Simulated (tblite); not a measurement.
C4H15GeN2P.
Numbering: `[CH3:1][CH2:2][CH2:3][N:4]([CH3:5])[Ge@@H:6]([NH2:7])[PH2:8]` (hydrogens: H9, H10, H11 on C1; H12, H13 on C2; H14, H15 on C3; H16, H17, H18 on C5; H19 on Ge6; H20, H21 on N7; H22, H23 on P8)

Computed with GFN2-xTB (tblite), gas phase: L-BFGS steps from a force-field or distance-geometry start until the largest atomic force falls under 0.01 eV/Å.

Step 56: E = -721.4659 eV
```
atom  x, y, z in Å  |  force x, y, z in eV/Å
C1      3.0168    0.1274    0.8698   -0.042   0.008  -0.022
C2      1.7649    0.5022    0.0830   -0.036   0.003   0.003
C3      0.7964   -0.6804   -0.0527   -0.002  -0.028  -0.019
N4     -0.4080   -0.3980   -0.7975    0.004   0.030  -0.015
C5     -0.1975   -0.1640   -2.2039    0.006   0.004  -0.050
Ge6    -1.9593    0.0189    0.0636    0.124   0.003   0.029
N7     -2.2428   -1.4523    1.1003   -0.002  -0.057  -0.036
P8     -1.8789    1.7867    1.5728    0.010   0.014   0.011
H9      2.7907   -0.0370    1.9212   -0.054  -0.008  -0.035
H10     3.4546   -0.7861    0.4700   -0.002   0.034  -0.011
H11     3.7568    0.9216    0.7972   -0.001  -0.003   0.041
H12     1.2441    1.3324    0.5720    0.004  -0.041   0.011
H13     2.0619    0.8407   -0.9124   -0.005  -0.036   0.006
H14     1.3180   -1.5148   -0.5440    0.028   0.027   0.021
H15     0.4909   -1.0173    0.9418    0.005   0.037   0.014
H16    -1.1658   -0.0653   -2.6990    0.066  -0.025   0.040
H17     0.3862    0.7428   -2.4159   -0.037  -0.073   0.032
H18     0.3324   -1.0243   -2.6319   -0.043   0.098  -0.055
H19    -2.9356    0.1724   -1.1117   -0.045  -0.052  -0.043
H20    -2.8461   -1.3697    1.9018   -0.066   0.006   0.054
H21    -2.4309   -2.3290    0.6336    0.030   0.090   0.028
H22    -2.1195    2.7384    0.5886    0.032  -0.032   0.009
H23    -3.2342    1.6817    1.8634    0.028   0.001  -0.011
```

Step 57: E = -721.4669 eV
```
atom  x, y, z in Å  |  force x, y, z in eV/Å
C1      3.0130    0.1251    0.8693   -0.009   0.028  -0.019
C2      1.7635    0.5007    0.0802    0.017   0.023   0.019
C3      0.7980   -0.6806   -0.0541   -0.002  -0.017  -0.024
N4     -0.4057   -0.3958   -0.7979   -0.021  -0.038  -0.005
C5     -0.2004   -0.1627   -2.2043    0.017   0.014  -0.071
Ge6    -1.9546    0.0160    0.0665    0.113   0.032   0.071
N7     -2.2400   -1.4554    1.1050    0.087   0.139  -0.003
P8     -1.8750    1.7906    1.5728   -0.023  -0.005  -0.011
H9      2.7872   -0.0430    1.9197   -0.069  -0.016  -0.028
H10     3.4593   -0.7836    0.4677   -0.018   0.036  -0.015
H11     3.7466    0.9246    0.8011    0.037   0.010   0.045
H12     1.2416    1.3285    0.5713    0.006  -0.017  -0.002
H13     2.0649    0.8391   -0.9141   -0.022  -0.028   0.014
H14     1.3243   -1.5155   -0.5369    0.002  -0.002  -0.025
H15     0.4942   -1.0110    0.9413   -0.026   0.008   0.055
H16    -1.1694   -0.0641   -2.6992    0.083  -0.015   0.059
H17     0.3850    0.7422   -2.4131   -0.037  -0.024   0.006
H18     0.3305   -1.0187   -2.6378   -0.042   0.055  -0.041
H19    -2.9287    0.1645   -1.1075   -0.072  -0.043  -0.064
H20    -2.8543   -1.3757    1.8951   -0.124   0.058   0.170
H21    -2.4344   -2.3224    0.6367    0.009  -0.159  -0.129
H22    -2.1183    2.7385    0.5847    0.037  -0.037   0.014
H23    -3.2319    1.6856    1.8637    0.056  -0.001  -0.015
```

**Question.** Estimate the geometry and energy of step 58. (The exact step hangs on the optimiser's Hessian estimate; all steps are aligned on step 57, rigid shifts and turns removed.)

**Answer.** E = -721.4687 eV, largest force 0.229 eV/Å
```
atom  x, y, z in Å  |  force x, y, z in eV/Å
C1      3.0026    0.1340    0.8771    0.023   0.021   0.005
C2      1.7525    0.4967    0.0821    0.042   0.015   0.042
C3      0.8014   -0.6955   -0.0651    0.032  -0.005   0.005
N4     -0.4050   -0.4127   -0.8046    0.005  -0.071  -0.046
C5     -0.2017   -0.1620   -2.2091    0.040   0.009  -0.043
Ge6    -1.9446    0.0122    0.0678    0.050   0.043   0.067
N7     -2.2393   -1.4589    1.1049   -0.136   0.026   0.183
P8     -1.8573    1.7915    1.5721   -0.035  -0.019  -0.018
H9      2.7797   -0.0194    1.9315   -0.073  -0.020  -0.066
H10     3.4530   -0.7796    0.4882   -0.036   0.069  -0.005
H11     3.7343    0.9356    0.7980    0.019  -0.014   0.047
H12     1.2178    1.3156    0.5765    0.017  -0.030  -0.031
H13     2.0597    0.8429   -0.9083   -0.049  -0.026   0.026
H14     1.3396   -1.5186   -0.5576   -0.035   0.023  -0.010
H15     0.5013   -1.0399    0.9283   -0.016   0.014   0.013
H16    -1.1707   -0.0703   -2.7035    0.061   0.002   0.052
H17     0.3755    0.7501   -2.4064   -0.041  -0.002  -0.005
H18     0.3391   -1.0055   -2.6532   -0.039   0.031  -0.026
H19    -2.9243    0.1655   -1.1043   -0.055  -0.043  -0.040
H20    -2.8337   -1.3642    1.9194    0.084   0.000  -0.138
H21    -2.4715   -2.3199    0.6324    0.032   0.016  -0.007
H22    -2.0977    2.7363    0.5805    0.040  -0.035   0.014
H23    -3.2154    1.6931    1.8636    0.071  -0.003  -0.019
```

The energy changes by -0.0018 eV. The first-order estimate −F·Δx gives -0.0047 eV and the mean of the old and new forces, exact on a quadratic surface, -0.0016 eV. The step makes an angle of 84° with the force vector and moves no atom by more than 0.037 Å.

What follows is the cost of the whole relaxation. On one thread, Arm Neoverse N1 (aarch64), shared host with 64 logical CPUs at a one-minute load of 54, this took 2.9 s.
